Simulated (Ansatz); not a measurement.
**Molecular dynamics of C3H10MgS**

Input:

```yaml
crystal:
  periodic: [false, false, false]
  atoms:
    - { symbol: Mg, position_ang: [-1.0372, 0.7335, 0.0564] }
    - { symbol: C, position_ang: [1.4385, 0.2921, 0.3182] }
    - { symbol: C, position_ang: [1.2373, -1.1688, -0.0409] }
    - { symbol: C, position_ang: [-2.1801, 0.0142, -1.5572] }
    - { symbol: H, position_ang: [0.7503, 0.5837, 1.4878] }
    - { symbol: S, position_ang: [-0.3752, 0.9571, 2.8438] }
    - { symbol: H, position_ang: [2.4838, 0.4808, 0.555] }
    - { symbol: H, position_ang: [1.1574, 0.9596, -0.5162] }
    - { symbol: H, position_ang: [1.8141, -1.4488, -0.9277] }
    - { symbol: H, position_ang: [0.177, -1.3953, -0.2368] }
    - { symbol: H, position_ang: [1.5656, -1.8002, 0.7844] }
    - { symbol: H, position_ang: [-2.9631, 0.6814, -1.9024] }
    - { symbol: H, position_ang: [-1.4938, -0.1678, -2.3807] }
    - { symbol: H, position_ang: [-2.6371, -0.9327, -1.2755] }
    - { symbol: H, position_ang: [0.0625, 2.2113, 2.792] }
magnetization:
  spin_polarized: true
basis:
  gaussian: { orbitals: STO-3G }
hamiltonian:
  xc: b3lyp
md:
  timestep: 0.5
  n_steps: 90
  ensemble: nve
  temperature: 300.0
  initial_velocities: maxwell_boltzmann
  seed: 726571
```

Launched with:

```bash
$ ansatz run input.yaml --threads 1 --pin off --max-ram 2048MiB --backend cpu --events-out ev --progress --plain --runs-dir out
```

It starts from a rough guess of a transition structure, not a stationary point.

Output, in part (one step line in 4, the closing report, with atoms numbered from 0):

```
md step     0: t =     0.00 fs  T =   300.0 K  F+E_penalty+E_count = -19325.75058597 eV  E_kin = 0.504114 eV  conserved = -19325.24647198 eV  (28 SCF iters)
md step     4: t =     2.00 fs  T =   223.9 K  F+E_penalty+E_count = -19325.62133027 eV  E_kin = 0.376314 eV  conserved = -19325.24501613 eV  (26 SCF iters)
md step     8: t =     4.00 fs  T =   293.9 K  F+E_penalty+E_count = -19325.73954132 eV  E_kin = 0.493832 eV  conserved = -19325.24570909 eV  (32 SCF iters)
md step    12: t =     6.00 fs  T =   393.4 K  F+E_penalty+E_count = -19325.91139702 eV  E_kin = 0.661116 eV  conserved = -19325.25028131 eV  (31 SCF iters)
md step    16: t =     8.00 fs  T =   232.1 K  F+E_penalty+E_count = -19325.63168679 eV  E_kin = 0.390062 eV  conserved = -19325.24162472 eV  (27 SCF iters)
md step    20: t =    10.00 fs  T =   541.4 K  F+E_penalty+E_count = -19326.16074924 eV  E_kin = 0.909841 eV  conserved = -19325.25090825 eV  (30 SCF iters)
md step    24: t =    12.00 fs  T =   600.4 K  F+E_penalty+E_count = -19326.25575059 eV  E_kin = 1.008839 eV  conserved = -19325.24691112 eV  (31 SCF iters)
md step    28: t =    14.00 fs  T =   557.1 K  F+E_penalty+E_count = -19326.18082934 eV  E_kin = 0.936201 eV  conserved = -19325.24462797 eV  (25 SCF iters)
md step    32: t =    16.00 fs  T =   741.2 K  F+E_penalty+E_count = -19326.49096455 eV  E_kin = 1.245453 eV  conserved = -19325.24551188 eV  (30 SCF iters)
md step    36: t =    18.00 fs  T =  1063.1 K  F+E_penalty+E_count = -19327.03401706 eV  E_kin = 1.786395 eV  conserved = -19325.24762231 eV  (29 SCF iters)
md step    40: t =    20.00 fs  T =  1187.1 K  F+E_penalty+E_count = -19327.24431241 eV  E_kin = 1.994702 eV  conserved = -19325.24961043 eV  (27 SCF iters)
md step    44: t =    22.00 fs  T =  1285.6 K  F+E_penalty+E_count = -19327.40721917 eV  E_kin = 2.160255 eV  conserved = -19325.24696370 eV  (28 SCF iters)
md step    48: t =    24.00 fs  T =  1518.4 K  F+E_penalty+E_count = -19327.80067732 eV  E_kin = 2.551462 eV  conserved = -19325.24921557 eV  (28 SCF iters)
md step    52: t =    26.00 fs  T =  1465.8 K  F+E_penalty+E_count = -19327.70816158 eV  E_kin = 2.463026 eV  conserved = -19325.24513514 eV  (28 SCF iters)
md step    56: t =    28.00 fs  T =  1614.2 K  F+E_penalty+E_count = -19327.95839331 eV  E_kin = 2.712393 eV  conserved = -19325.24600016 eV  (28 SCF iters)
md step    60: t =    30.00 fs  T =  1790.7 K  F+E_penalty+E_count = -19328.26314076 eV  E_kin = 3.009023 eV  conserved = -19325.25411730 eV  (25 SCF iters)
md step    64: t =    32.00 fs  T =  1404.2 K  F+E_penalty+E_count = -19327.60063171 eV  E_kin = 2.359552 eV  conserved = -19325.24108005 eV  (25 SCF iters)
md step    68: t =    34.00 fs  T =  1418.1 K  F+E_penalty+E_count = -19327.63688383 eV  E_kin = 2.382968 eV  conserved = -19325.25391631 eV  (25 SCF iters)
md step    72: t =    36.00 fs  T =  1019.9 K  F+E_penalty+E_count = -19326.95889593 eV  E_kin = 1.713752 eV  conserved = -19325.24514395 eV  (26 SCF iters)
md step    76: t =    38.00 fs  T =   818.6 K  F+E_penalty+E_count = -19326.62016314 eV  E_kin = 1.375491 eV  conserved = -19325.24467180 eV  (26 SCF iters)
md step    80: t =    40.00 fs  T =   939.3 K  F+E_penalty+E_count = -19326.82962837 eV  E_kin = 1.578437 eV  conserved = -19325.25119143 eV  (23 SCF iters)
md step    84: t =    42.00 fs  T =   725.9 K  F+E_penalty+E_count = -19326.46273129 eV  E_kin = 1.219750 eV  conserved = -19325.24298086 eV  (26 SCF iters)
md step    88: t =    44.00 fs  T =   921.0 K  F+E_penalty+E_count = -19326.80099973 eV  E_kin = 1.547625 eV  conserved = -19325.25337519 eV  (25 SCF iters)
md step    90: t =    45.00 fs  T =   961.9 K  F+E_penalty+E_count = -19326.86676292 eV  E_kin = 1.616395 eV  conserved = -19325.25036792 eV  (24 SCF iters)
Total energy: -19326.86698018 eV, -710.2492613005 hartree
Atom 0 at    -1.125310     0.595058     0.561827 Å, force    -0.073564    -0.526423    -1.364278 eV/Å
Atom 1 at     1.786256     0.255112     0.204996 Å, force    -0.952067    -0.801247     1.389287 eV/Å
Atom 2 at     1.187799    -1.149639    -0.172452 Å, force    -0.860246     0.041860     0.616071 eV/Å
Atom 3 at    -1.806733     0.230118    -1.039967 Å, force    -1.536300    -1.315952    -4.718491 eV/Å
Atom 4 at     1.688506     0.419304     1.331813 Å, force    -0.548867     0.271675    -1.594200 eV/Å
Atom 5 at    -0.608315     0.967508     2.373330 Å, force     1.665466     1.445585     6.777362 eV/Å
Atom 6 at     2.832322     0.293524     0.033134 Å, force     1.831209    -0.259885    -0.648692 eV/Å
Atom 7 at     1.353410     1.052878    -0.433354 Å, force    -0.237154    -0.079028     0.627189 eV/Å
Atom 8 at     1.138796    -1.293090    -1.256721 Å, force     0.409422    -0.148522    -0.240325 eV/Å
Atom 9 at     0.125437    -1.246441     0.161857 Å, force     0.453589     0.292200    -0.030388 eV/Å
Atom 10 at     1.667875    -2.012858     0.322953 Å, force     0.537126     0.372079    -0.252117 eV/Å
Atom 11 at    -2.023405     1.156829    -1.624403 Å, force     0.156463    -1.000399    -0.131268 eV/Å
Atom 12 at    -0.998998    -0.402276    -1.529497 Å, force    -1.568655     0.925727    -0.250408 eV/Å
Atom 13 at    -2.740679    -0.372228    -0.953289 Å, force     0.576258     0.317842    -0.512469 eV/Å
Atom 14 at    -0.590526     2.223079     1.857309 Å, force     0.147319     0.464488     0.332726 eV/Å
Dipole moment:     0.126367     0.020795    -0.176741 e Å
```

The run went to its last step. The conserved energy stayed within 0.53 meV per atom of its start (net change -0.26 meV per atom), so the integration is sound. The system heated up, since it started high on the potential surface and ran downhill. A run of 0.045 ps of so small a system gives no equilibrium averages. The orbitals stay closed-shell, which can raise the energy where a bond breaks towards radicals; this wasn't checked here. Limits of this set-up: minimal basis.

The step under study would form Mg1–S6, C2–H5 and break Mg1–C2, H5–S6. These pairs go: Mg1–S6 2.87 → 1.92 Å, C2–H5 1.39 → 1.14 Å, Mg1–C2 2.53 → 2.95 Å, H5–S6 1.80 → 2.58 Å. In the last frame they stand as after the step (other bonds may differ from the relaxed reactants and products). Also joined: Mg1–H15 3.30 → 2.15 Å. It ends as C2H6 + CH4MgS by the count below, though a long contact still joins these pieces: Mg1–H10, 2.26 Å. Pairs count as bonded within 1.25 times the sum of covalent radii (0.12 Å more for H–H).

Last frame:

```xyz
15
Properties=species:S:1:pos:R:3
Mg -1.125 0.595 0.562
C 1.786 0.255 0.205
C 1.188 -1.150 -0.172
C -1.807 0.230 -1.040
H 1.688 0.419 1.332
S -0.608 0.968 2.373
H 2.832 0.293 0.033
H 1.353 1.053 -0.433
H 1.139 -1.293 -1.257
H 0.125 -1.246 0.162
H 1.668 -2.013 0.323
H -2.023 1.157 -1.624
H -0.999 -0.402 -1.530
H -2.741 -0.372 -0.953
H -0.591 2.223 1.857
```

Run time: 17 min on 1 thread of Intel(R) Xeon(R) Processor @ 2.50GHz (Skylake/Cascade Lake), on a shared host, peak memory 0.17 GiB.
